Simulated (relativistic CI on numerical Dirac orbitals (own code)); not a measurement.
# Crystal-field levels of Pt⁴⁺, 5d6

Calculated by Dirac-Coulomb-Breit CI, separate exchange-only KLI orbitals for each configuration, model QED (radiative potential, 1s self-energy scaled to tabulated hydrogen-like ionisation energies), valence Slater integrals scaled by 0.8, one configuration in a parametric crystal field (own radial code).

Field parameters in Wybourne normalisation: Oh B⁴₀ = 21Dq, B⁴₄ = √(5/14) B⁴₀. The field is a parameter set, without covalency.

S is read from ⟨S²⟩ = S(S + 1).

Levels (cm⁻¹, degeneracy): 0 (1), 31559 (2), 32799 (3), 33478 (3), 39413 (1), 40226 (3), 42242 (2), 43794 (3), 45235 (1), 45242 (3), 53563 (3), 57161 (3).

**Question.** Which field gives this pattern?
A. Oh, 10Dq = 43100 cm⁻¹
B. Oh, 10Dq = 36000 cm⁻¹
C. Oh, 10Dq = 18350 cm⁻¹
D. Oh, 10Dq = 38300 cm⁻¹

**Answer.** A. Oh, 10Dq = 43100 cm⁻¹, ground level with S = 0.16.
